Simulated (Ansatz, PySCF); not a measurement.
Species: disilylmethane, CH8Si2, charge 0, multiplicity 1. SMILES: [SiH3]C[SiH3]
Structure (B3LYP-D3(BJ)/def2-TZVP (Ansatz, a first-principles code) minimum search):
```xyz
11

Si     1.4283     0.7034     0.0268
C      0.2217    -0.7262    -0.1266
Si    -1.5873    -0.2647     0.0686
H      2.8264     0.2399    -0.1468
H      1.1407     1.7279    -1.0056
H      1.3045     1.3351     1.3624
H      0.4742    -1.4799     0.6253
H      0.3593    -1.1975    -1.1045
H     -1.9776     0.7208    -0.9679
H     -1.8194     0.3398     1.4023
H     -2.4578    -1.4581    -0.0652
```

Wanted: atomisation energy (electronic, to ground-state atoms), in kJ/mol. Cores are frozen in the correlated levels unless marked. UHF or UKS for open shells. Spin-orbit coupling is left out. Non-relativistic. The coupled-cluster limit lacks core correlation, which all-electron functionals hold. CBS(X,Y): correlation extrapolated as X^-3; Hartree-Fock from the larger set. [CCSD(T)-MP2]/basis is that difference in the basis named.

```tsv
level	program	atomisation energy (kJ/mol)
HF-D4/def2-TZVPD	PySCF + dftd4	2792.4
```

What does RI-MP2/CBS(aug-cc-pV(T+d)Z,aug-cc-pV(Q+d)Z)+[CCSD(T)-MP2]/aug-cc-pV(T+d)Z (Ansatz) give?

3520.8 kJ/mol, so HF-D4/def2-TZVPD differs from it by -728.4 kJ/mol.
